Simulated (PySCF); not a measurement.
Ionisation of 2-methoxythioanisole

Molecule: 2-methoxythioanisole, `COc1ccccc1SC` (C8H10OS). Atom numbers as in the mapped SMILES `[CH3:1][O:2][c:3]1[cH:4][cH:5][cH:6][cH:7][c:8]1[S:9][CH3:10]`. These are map numbers, not IUPAC locants.

Computed at ωB97X-D3(BJ)/ma-def2-SVP // PBE0-D3(BJ)/def2-SVP with PySCF (density fitting, grid level 2). ωB97X-D3(BJ) is ωB97X-V with D3(BJ) in place of VV10. Thermal corrections: GFN2-xTB frequencies, unscaled, ideal gas at 298.15 K and 1 bar, quasi-RRHO entropy. These were taken at the GFN2-xTB minima.

Frontier levels of the parent: HOMO -8.42 eV, LUMO 1.35 eV.

Oxidation to the radical cation:
| Property | Result |
| --- | --- |
| Vertical ionisation energy (electronic) | 8.16 eV |
| Adiabatic ionisation energy (with zero-point energy) | 7.62 eV |
| Adiabatic, electronic part | 7.64 eV |
| Vertical gap at the product's structure | 7.30 eV |
| Inner reorganisation energy (four-point) | 861 meV |
| Relaxation of product / of parent | 527 / 335 meV |
| ⟨S²⟩ of the product | 0.774 |
| Largest spin populations | S9 0.46, C5 0.20, C3 0.16, C8 0.12 |
| Largest changes of atomic charge | S9 0.39, C5 0.08 |
| Distances that move most (Å) | C8–S9 1.770 → 1.708; O2–C3 1.347 → 1.315; C3–C8 1.413 → 1.442; C7–C8 1.395 → 1.422 |
| Potential in dichloromethane | 5.98 V absolute (solvation -22 → -179 kJ/mol) |

Solvents are IEF-PCM continua (electrostatics only, gas-phase structures); absolute potentials refer to an electron at rest in vacuum.

Measured values (NIST Chemistry WebBook, evaluated or the median of agreeing entries): vertical ionisation energy 8.05 eV (computed 8.16, difference 0.11).

Known limits: ma-def2-SVP is a small basis, whose errors can reach tens of kJ/mol.
